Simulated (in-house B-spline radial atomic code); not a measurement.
Removal energies of one electron outside the [Ar] 3d10 4s2 core along the 31-electron series, with the parts due to correlation (partial-wave tail included) and to Breit and QED terms, both contained in the total; recoil is left out. Computed with an all-electron radial atomic-structure program (B-spline basis): frozen-core Dirac-Hartree-Fock with a screened correlation potential.

| ion | Z | removal energy of 4p1/2 (eV) | correlation part of 4p1/2 (eV) | Breit and QED part of 4p1/2 (eV) | removal energy of 4p3/2 (eV) | correlation part of 4p3/2 (eV) | Breit and QED part of 4p3/2 (eV) |
| --- | --- | --- | --- | --- | --- | --- | --- |
| La26+ | 57 | 906.81 | 1.9337 | -0.82289 | 883.19 | 1.9794 | -0.54076 |
| Ce27+ | 58 | ? | ? | ? | ? | ? | ? |
| Pr28+ | 59 | ? | ? | ? | ? | ? | ? |
| Nd29+ | 60 | 1093.51 | 1.9806 | -1.0619 | 1062.03 | 2.0464 | -0.6968 |
| Pm30+ | 61 | 1159.7 | 1.9944 | -1.1512 | 1125.19 | 2.0676 | -0.75465 |

(1) Fill in the row of Ce27+.

(2) Fill in the row of Pr28+.

Answers

(1) removal energy of 4p1/2 (eV): 967.08; correlation part of 4p1/2 (eV): 1.9504; Breit and QED part of 4p1/2 (eV): -0.89789; removal energy of 4p3/2 (eV): 941.03; correlation part of 4p3/2 (eV): 2.0026; Breit and QED part of 4p3/2 (eV): -0.58993.

(2) removal energy of 4p1/2 (eV): 1029.31; correlation part of 4p1/2 (eV): 1.966; Breit and QED part of 4p1/2 (eV): -0.97751; removal energy of 4p3/2 (eV): 1000.64; correlation part of 4p3/2 (eV): 2.0248; Breit and QED part of 4p3/2 (eV): -0.64193.
